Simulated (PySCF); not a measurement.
Computed shifts of a molecule C2H8FNSi2, PBE/pcSseg-1 run with PySCF, GIAO, gas phase, atoms alike by connectivity averaged where their shifts nearly agree, in ppm (number of nuclei): ¹⁵N: 15.0 (1). ²⁹Si: -52.3 (1), -83.0 (1). ¹³C: 192.0 (1), 109.4 (1). ¹⁹F: -53.9 (1). ¹H: 5.85 (1), 5.26 (1), 4.99 (1), 4.54 (3), 0.92 (1), 0.52 (1). References: ¹⁵N against NH3 (σ = 267.0 ppm); ²⁹Si against TMS (σ = 335.4 ppm); ¹³C against TMS (σ = 182.0 ppm); ¹⁹F against CFCl3 (σ = 133.6 ppm); ¹H against TMS (σ = 31.49 ppm), references at their B3LYP-D3(BJ)/def2-TZVP geometries, non-relativistic. The structure is a stationary point at TPSSh-D3(BJ)/def2-SVP. The values are those of a single conformer.

**Question.** Pick the molecule that these values belong to.
A) C[Si@H](F)/C=N/[SiH3]
B) N[Si@H]1[SiH2]C[C@@H]1F
C) F[Si@@H]1CN[SiH2]C1
D) N[SiH2]/C(F)=C\[SiH3]

**Answer.** D, N[SiH2]/C(F)=C\[SiH3]
